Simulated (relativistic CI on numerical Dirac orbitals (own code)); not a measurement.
# Radial parameters of Hf III

These numbers are calculated, not measured: Dirac-Coulomb-Breit CI, KLI orbitals optimised for each configuration, a model potential for QED, valence Slater integrals scaled by 0.85, P86 correlation energy added to each configuration (own radial code, finite nucleus).

Slater integrals F^k, G^k are unscaled and averaged over j, outside the closed core [Xe]; ζ comes from projecting the Hamiltonian with its Breit term on Σ l·s of the shell.

- 4f14 5d2: F^2(5d,5d) = 48298, F^4(5d,5d) = 31482, ζ(5d) = 1211.9 cm⁻¹; <r>(5d) = 2.107, <r^2>(5d) = 5.222 (bohr units).
- 4f14 5d 6p: ζ(5d) = 1540.7, F^2(5d,6p) = 23372, G^1(5d,6p) = 13803, G^3(5d,6p) = 10542, ζ(6p) = 4087.9 cm⁻¹; <r>(5d) = 2.034, <r^2>(5d) = 4.866, <r>(6p) = 3.715, <r^2>(6p) = 15.45 (bohr units).
- 4f14 6s 6p: G^1(6s,6p) = 37509, ζ(6p) = 4917.5 cm⁻¹; <r>(6s) = 2.918, <r^2>(6s) = 9.517, <r>(6p) = 3.584, <r^2>(6p) = 14.35 (bohr units).

(1) Give the Racah parameters of the d shell in 4f14 5d2.

In this model ζ of a weakly bound d, f or g electron outside closed shells comes out too small, for d by up to a factor of two or three and at times with the wrong sign; that of an outer p electron is too small as well.

For a near-neutral ion this model can misplace configurations by up to about 10,000 cm⁻¹ (more where the count of f electrons changes) and terms by 10 to 25 % of their spread. Rates follow the energies as ν³ (E1, M1) or ν⁵ (E2), so they and the lifetimes can be off by large factors. The fine structure of a lone outer electron comes out too small, for d and f at times inverted, and misplaced configurations move strength between like terms.

Averages of the first 10 configurations, taken without configuration mixing, which lowers the lowest level and can move excited configurations by several eV; other configurations of the list can lie among them:

```tsv
Configuration	Parity	States	Average energy above the lowest level (eV)
4f14 5d2	even	45	1.0
4f14 6s2	even	1	2.6
4f14 5d 6p	odd	60	6.5
4f14 6s 6p	odd	12	7.6
4f14 5d 5f	odd	140	14.5
4f14 5d 5g	even	180	17.8
4f14 5d 6d	even	100	12.7
4f14 5d 7s	even	20	12.1
4f14 5d 7p	odd	60	14.1
4f14 6p2	even	15	14.0
```

Results:

(1) B = F²/49 − 5F⁴/441 = 629 cm⁻¹ and C = 35F⁴/441 = 2499 cm⁻¹; values fitted to spectra at such low charge are typically 15 to 30 % smaller.
